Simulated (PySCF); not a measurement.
## Radial density of N⁺ (nitrogen, charge +1)

wB97X, [He] 2s2 2p2, high-spin 3P determinant. Calculation: PySCF 2.14, in aug-cc-pVQZ with one added diffuse shell each of s, p, d, f, g type (7s6p5d4f3g, 105 functions); the non-relativistic Hamiltonian (point nucleus).

```csv
r (bohr),4πr²ρ (e/bohr),4πr²(ρα − ρβ)
0.00356,0.03149,0.0000
0.00599,0.08598,0.0000
0.0101,0.2299,-0.0001
0.0169,0.5907,-0.0001
0.0285,1.423,-0.0001
0.0479,3.072,0.0009
0.0806,5.531,0.0074
0.136,7.377,0.0399
0.228,6.056,0.1695
0.383,2.776,0.5842
0.645,2.500,1.3060
1.08,3.075,1.4397
1.82,1.209,0.5549
3.07,0.08957,0.0469
5.16,0.0008107,0.0007
```
